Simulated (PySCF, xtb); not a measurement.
**Two isomers of C2H5BO**

Structure X is `B/C=C/O`, a singlet and structure Y is `B/C=C\O`, a singlet. Both are isolated molecules in the gas phase, relaxed with PBE0-D4/def2-SVP; the shapes shown needn't be the lowest conformers.

X (Å):

```xyz
9

C    -0.3955    0.3477    0.1539
C    -0.7316    0.1571   -1.1444
B     0.3118   -0.7690    0.8976
O    -1.3529    1.0708   -1.8867
H     0.6392   -0.6618    2.0577
H     0.5591   -1.8051    0.3135
H    -0.6588    1.3144    0.5974
H    -0.4928   -0.7931   -1.6432
H    -1.4977    0.7357   -2.7779
```

Y (Å):

```xyz
9

C    -0.0632    0.3397    0.1638
C    -0.3865    0.6221   -1.1221
B    -0.3261   -0.9974    0.8485
O    -0.9769   -0.2397   -1.9491
H    -0.0034   -1.1642    2.0041
H    -0.8569   -1.9072    0.2545
H     0.4166    1.1699    0.6920
H    -0.1696    1.6090   -1.5588
H    -1.1126    0.1693   -2.8091
```

Energies in hartree; the thermal terms are from PBE0-D4/def2-SVP harmonic frequencies (ideal gas, rigid rotor, one conformer each, 298.15 K, 1 atm) and include the zero-point energy:

|  | X | Y |
| --- | --- | --- |
| E, CCSD(T)/def2-SVP | −178.614333 | −178.609282 |
| E, MP2/def2-SVP | −178.557545 | −178.552079 |
| E, MP2/def2-TZVPP | −178.893696 | −178.887514 |
| zero-point energy | 0.068890 | 0.068824 |
| H(298 K) − E | 0.074697 | 0.074676 |
| G(298 K) − E | 0.042298 | 0.042065 |

Task: Correct the CCSD(T) difference for the basis set by the MP2 change, then work out ΔE, ΔE₀, ΔH and ΔG for X → Y in kJ/mol (1 Eh = 2625.50 kJ/mol) and the equilibrium ratio [Y]/[X].

Result: 1. Differences Y − X: CCSD(T) +0.005051, MP2 in the small set +0.005466, MP2 in the large set +0.006182 Eh.
2. ΔE = +0.005051 + (+0.006182 − (+0.005466)) = +0.005767 Eh = +15.14 kJ/mol.
3. ΔE₀ = ΔE + ΔZPE = +0.005767 + (−0.000066) Eh = +14.97 kJ/mol.
4. ΔH = ΔE + (−0.000021) Eh = +15.09 kJ/mol.
5. ΔG = ΔE + (−0.000233) Eh = +14.53 kJ/mol, so ΔS = (ΔH − ΔG)/T = +1.9 J/(mol K).
6. kT = 0.9442 mEh, so K = [Y]/[X] = exp(−ΔG/kT) = exp(−5.86) ≈ 0.0028.

Structure X is favoured at this temperature. An error of 4 kJ/mol in ΔG would change K by a factor of 5. Mirror images and further conformers aren't counted.

As drawn, both hold the same kinds of bond in the same numbers.

Other levels gave ΔE = +10.6 (GFN2-xTB); +8.3 (HF/STO-3G, GFN2-xTB geometries); +12.9 (r2SCAN-D4/def2-SVP, GFN2-xTB geometries); +14.0 (PBE0-D4/def2-SVP); +12.7 (HF/def2-SVP); +14.4 (MP2/def2-SVP); +13.3 (CCSD(T)/def2-SVP) kJ/mol. The correlated steps freeze 4 core orbitals. Programs: PySCF 2.14.0, xtb 6.7.1.
